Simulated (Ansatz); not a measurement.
H3Al, charge +1, doublet, geometry from GFN2-xTB (such geometries of metal compounds can be far from the true shape) (a state made from the parent by changing its charge; the spin is typed, not shown lowest); B3LYP/def2-SVP run with Ansatz (a quantum-chemistry and plane-wave program).

The Ansatz input:
Ansatz 0.2 input:
```yaml
crystal:
  periodic: [false, false, false]
  atoms:
    - {symbol: Al, position_ang: [0.00000000, -0.00000000, 0.00000000]}
    - {symbol: H, position_ang: [0.66355791, -0.46988042, 1.38189317]}
    - {symbol: H, position_ang: [-0.28462750, 1.55554747, -0.26454621]}
    - {symbol: H, position_ang: [-0.37893041, -1.08566705, -1.11734696]}
basis:
  gaussian:
    orbitals: def2-SVP
    final_grid: {core_spheres: 10, valence_spheres: 20, degree: 41}
hamiltonian:
  xc: b3lyp
total_charge: 1
magnetization: {spin_polarized: true, initial_magnetization: 1}
```

It wrote (shortened):

```
Functional definition: B3LYP
314 factors; integrals over basis functions are off by at most 1.3e-3 eV
mean field evaluation 1: about -6631.7186 eV, gradient 7.6e0 eV
mean field evaluation 2: about -6630.7731 eV, gradient 1.1e1 eV
mean field evaluation 4: about -6632.2726 eV, gradient 1.7e0 eV
mean field evaluation 8: about -6632.3084 eV, gradient 4.6e-2 eV
mean field evaluation 16: about -6632.3084 eV, gradient 7.5e-5 eV
mean field evaluation 32: about -6632.2810 eV, gradient 1.0e0 eV
mean field -6632.30844205 eV, -243.7328397051 hartree, gradient 4.0e-6 eV, S^2 0.761223; 6 other end points of the search recorded, 0 dependent functions left out
reference -6632.30864576 eV, -243.7328471914 hartree; 8, 7 occupied and 25, 26 virtual orbitals, 314 factors
Total energy: -6632.30864576 eV, -243.7328471914 hartree
```
